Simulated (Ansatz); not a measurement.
System: sum formula GeSiH4 (charge -1, doublet). 
Structure (B3LYP-D3(BJ)/def2-TZVP (Ansatz, a quantum-chemistry and plane-wave program) minimum search):
```
Si
H 1 1.5216
H 1 1.5216 2 98.49
Ge 1 2.4183 2 105.78 3 -109.14
H 4 1.5965 1 103.00 2 -178.22
H 4 1.5965 5 96.83 1 -105.08
```
Charge -1, spin multiplicity 2.

Basis-set convergence of Hartree-Fock and MP2 correlation energies (hartree) with Ansatz. Cores are frozen in the correlated levels unless marked. Open shells are spin-unrestricted. Spin-orbit coupling is left out. The frozen core is the preceding noble-gas configuration, with the filled d and f shells of earlier blocks. Non-relativistic. This anion needs diffuse functions, which these sets lack.

| basis | functions | E(HF) | E(corr, MP2) |
|---|---|---|---|
| def2-SVP | 70 | -2366.23220 | -0.19433 |
| def2-TZVPP | 146 | ___ | ___ |

Fill in the missing entries.


- def2-TZVPP, E(HF): -2366.60051
- def2-TZVPP, E(corr, MP2): -0.24472
